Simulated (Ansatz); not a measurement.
Reaction (isomerisation): `BNC(C)F` → `CN(C)BF`

Program: Ansatz. Geometries: PBE0-D4/def2-TZVP. ΔE: electronic, gas phase. CCSD(T)/CBS is the MP2 limit (def2-TZVPP, def2-QZVPP) plus CCSD(T) − MP2 in def2-TZVPP, frozen cores. Functionals use def2-TZVPP. B3LYP here is the variant with VWN-RPA as its local correlation; programs differ in this. HSE06 is defined as in plane-wave codes. Each species was taken in one conformer, which may not be the lowest.

`BNC(C)F`:

Cartesian coordinates in Å:
```
B -0.017 -0.846 -1.867
N 0.457 -0.184 -0.741
C -0.333 0.529 0.204
C 0.036 0.230 1.634
F -0.167 1.898 0.002
H -1.196 -0.859 -2.070
H 0.764 -1.395 -2.586
H 1.448 -0.153 -0.547
H -1.383 0.308 -0.002
H -0.565 0.836 2.312
H -0.134 -0.825 1.853
H 1.090 0.461 1.807
```

`CN(C)BF`:

Z-matrix (Å, degrees):
```
C
N 1 1.441
H 1 1.096 2 111.0
H 1 1.096 2 111.0 3 119.8
H 1 1.090 2 109.9 3 -120.1
C 2 1.444 1 114.5 3 -60.0
B 2 1.390 1 122.2 3 120.0
H 6 1.096 2 110.8 1 59.7
H 6 1.096 2 110.8 1 -59.9
H 6 1.089 2 110.1 1 179.9
F 7 1.341 2 120.0 1 -180.0
H 7 1.197 2 121.3 1 0.0
```

| level | ΔE (kJ/mol) | difference from CCSD(T)/CBS |
| --- | --- | --- |
| LDA (SPW92) | -146.9 | 1.8 |
| PBE-D4 | -143.2 | 5.5 |
| revPBE-D4 | -143.1 | 5.6 |
| BLYP-D4 | -146.0 | 2.7 |
| r2SCAN-D4 | -146.2 | 2.5 |
| B97M-V | -148.3 | 0.4 |
| PBE0-D4 | -145.5 | 3.2 |
| B3LYP-D4 | -147.9 | 0.8 |
| HSE06-D4 | -145.6 | 3.1 |
| BHLYP-D4 | -149.9 | -1.2 |
| CAM-B3LYP-D4 | -147.0 | 1.7 |
| ωB97X-V | -142.0 | 6.7 |
| ωB97M-V | -144.1 | 4.6 |
| PBE-QIDH | -149.7 | -1.0 |
| PBE | -142.4 | 6.3 |
| revPBE | -140.4 | 8.3 |
| r2SCAN | -146.0 | 2.7 |
| B3LYP | -146.5 | 2.2 |
| r2SCANh | -146.8 | 1.9 |
| r2SCAN0 | -148.0 | 0.7 |
| HSE06 | -144.9 | 3.8 |
| BHLYP | -148.8 | -0.1 |
| CAM-B3LYP | -146.3 | 2.4 |
| LC-ωPBE | -144.2 | 4.5 |
| RPA@PBE/def2-TZVPP | -144.2 | 4.5 |
| HF/def2-SVP | -151.4 | -2.7 |
| MP2/def2-SVP | -161.6 | -12.9 |
| CCSD/def2-SVP | -156.0 | -7.3 |
| CCSD(T)/def2-SVP | -155.7 | -7.0 |
| HF/def2-TZVPP | -146.8 | 1.9 |
| MP2/def2-TZVPP | -154.5 | -5.8 |
| SCS-MP2/def2-TZVPP | -151.7 | -3.0 |
| CCSD/def2-TZVPP | -149.4 | -0.7 |
| CCSD(T)/def2-TZVPP | -148.8 | -0.1 |
| HF/def2-QZVPP | -147.4 | 1.3 |
| MP2/def2-QZVPP | -154.7 | -6.0 |
| SCS-MP2/def2-QZVPP | -152.1 | -3.4 |
| HF/CBS(def2) | -147.5 | 1.2 |
| MP2/CBS(def2) | -154.4 | -5.7 |
| CCSD/CBS(def2) | -149.3 | -0.6 |
| CCSD(T)/CBS | -148.7 | 0 |

Largest T1 diagnostic among the species: 0.012.

From BLYP to BHLYP (50 % exact exchange), in def2-TZVPP and without D4, ΔE moves by −4.7 kJ/mol. At CCSD(T), def2-SVP lies −7.0 kJ/mol from the extrapolated value and def2-TZVPP −0.1 kJ/mol.
